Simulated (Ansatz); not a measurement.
Job for Ansatz (a quantum-chemistry and plane-wave program): R-CCSD(T)/aug-cc-pVDZ on AsH3 (SMILES [AsH3]) with ghost functions, monomers drawn apart or pushed together. The run froze 14 orbitals, filled d shells among them.

Ansatz 0.2 input:
```yaml
crystal:
  periodic: [false, false, false]
  atoms:
    - {symbol: As, position_ang: [-0.24589795, -0.19971429, 0.14388447]}
    - {symbol: H, position_ang: [-0.93105301, 0.73324079, -0.84218941]}
    - {symbol: H, position_ang: [-0.41634523, -1.41915382, -0.74823450]}
    - {symbol: H, position_ang: [1.14502960, 0.10943673, -0.38686969]}
basis:
  gaussian:
    orbitals: aug-cc-pVDZ
    ghost_atoms:
      - {symbol: Br, position_ang: [-1.06166790, -0.23756779, 3.82675919]}
      - {symbol: H, position_ang: [-0.75066671, -0.22281977, 2.42145403]}
magnetization: {spin_polarized: false}
correlation: {method: ccsd_t, electrons: outside_noble_gas}
scf: {lower_state_search: off}
```

Output:

```
WARN ansatz: RAYON_NUM_THREADS=1 ignored (pool sized by the plan → 1); use --threads N
Functional definition: HF
these checks for a lower state are left out or cut short: stability, starts, cluster_reference, orbital_swaps, neighbouring_geometries, increment
integrals: 0.15 GiB planned
961 factors; integrals over basis functions are off by at most 1.7e-3 eV
mean field: 0.27 GiB planned
mean field evaluation 1: about -60841.4762 eV, gradient 8.5e0 eV
mean field evaluation 2: about -60841.4770 eV, gradient 8.5e0 eV
mean field evaluation 4: about -60841.9550 eV, gradient 6.9e-1 eV
mean field evaluation 8: about -60841.9594 eV, gradient 2.8e-2 eV
mean field -60841.95943641 eV, -2235.9007691266 hartree, gradient 2.4e-6 eV, S^2 0.000000; 0 other end points of the search recorded, 0 dependent functions left out
14 core orbitals not correlated
reference -60841.95943641 eV, -2235.9007691266 hartree; 4, 4 occupied and 90, 90 virtual orbitals, 961 factors
second order -3.58875499 eV of doubles, -0.00000000 eV of singles
coupled cluster: 0.37 GiB planned
cycle   1  -4.15152908 eV  change   -5.6e-1 eV  update   5.8e-2
cycle   2  -4.35169195 eV  change   -2.0e-1 eV  update   2.0e-2
cycle   3  -4.36156887 eV  change   -9.9e-3 eV  update   5.3e-3
cycle   4  -4.36062832 eV  change    9.4e-4 eV  update   1.8e-3
cycle   5  -4.36029702 eV  change    3.3e-4 eV  update   5.2e-4
cycle   6  -4.36024641 eV  change    5.1e-5 eV  update   1.6e-4
cycle   7  -4.36025649 eV  change   -1.0e-5 eV  update   5.9e-5
cycle   8  -4.36026469 eV  change   -8.2e-6 eV  update   2.0e-5
cycle   9  -4.36026312 eV  change    1.6e-6 eV  update   6.4e-6
perturbative correction -0.11706069 eV, -0.0043019011 hartree
Total energy: -60846.43676022 eV, -2236.0653077418 hartree
Checks for a lower state left out: stability, starts, cluster_reference, orbital_swaps, neighbouring_geometries, increment
```

The calculation finished and met its thresholds.

Cost: around 7 core-seconds (rough).
